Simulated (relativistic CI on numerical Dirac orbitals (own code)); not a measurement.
## Ti⁴⁺ in a cubic cluster: 2p photoemission with charge transfer

Computed with a charge-transfer multiplet model of a cubic metal-ligand cluster with up to 2 ligand holes, Slater and spin-orbit integrals from Dirac-Coulomb-Breit ions, Slater integrals scaled by 0.7. The ground state mixes d0 with configurations of k ligand holes L, whose averages lie at kΔ + k(k − 1)U_dd/2; a core hole lowers each added d electron by U_cd. 300 K, Lorentzian 0.6 eV and Gaussian 0.8 eV FWHM.

Atomic integrals in eV (Slater integrals scaled, ζ unscaled), ground: F2dd 5.756, F4dd 3.579, zeta_d 0.013; with the core hole: F2dd 5.756, F4dd 3.579, zeta_d 0.032, zeta_core 3.740, F2cd 4.433, G1cd 3.312, G3cd 1.881. Where a configuration has fewer than two d electrons, the dd integrals are those of d2.

Cluster parameters (eV): Δ = 1.6, U_dd = 5.2, U_cd = 5.9, 10Dq = 1.15, 10Dq(ligand) = 0.3, final-state hopping factor = 0.9.

```
                              Case   n_d    d0   d1L  d2L2     S
V(eg) = 2.55 eV, V(t2g) = -1.25 eV  0.76  0.36  0.51  0.13  0.00
V(eg) = 3.15 eV, V(t2g) = -1.54 eV  0.82  0.33  0.52  0.15  0.00
V(eg) = 4.05 eV, V(t2g) = -1.98 eV  0.88  0.30  0.52  0.18  0.00
```

Weights, n_d and S are thermal averages at 300 K. Binding energies count from the first peak over 30 % of the highest in each spectrum, which can be another peak from case to case. The parameters are a model scan and need not match a compound or its usual spin state. Peaks in eV (height, largest 100):
- V(eg) = 2.55 eV, V(t2g) = -1.25 eV: 0.0 (100), 2.8 (7), 6.1 (39), 10.9 (11), 16.8 (5)
- V(eg) = 3.15 eV, V(t2g) = -1.54 eV: 0.0 (100), 6.0 (32), 13.1 (7)
- V(eg) = 4.05 eV, V(t2g) = -1.98 eV: 0.0 (100), 5.7 (35)

A d0 ion has no d-d gap: its lowest excitations are ligand-to-metal charge transfer. With the core hole the average of the configuration with one ligand hole lies at Δ − U_cd = -4.3 eV before mixing: the effective hopping of about 6.2 eV (from the holes of the mixed ground state) is comparable with this gap or larger, so the configurations mix strongly.

With at most 2 ligand holes the space is cut while the next configuration still counts, so covalency is underestimated, and a final configuration with one more ligand hole, which can lie low, is missing from the spectra.
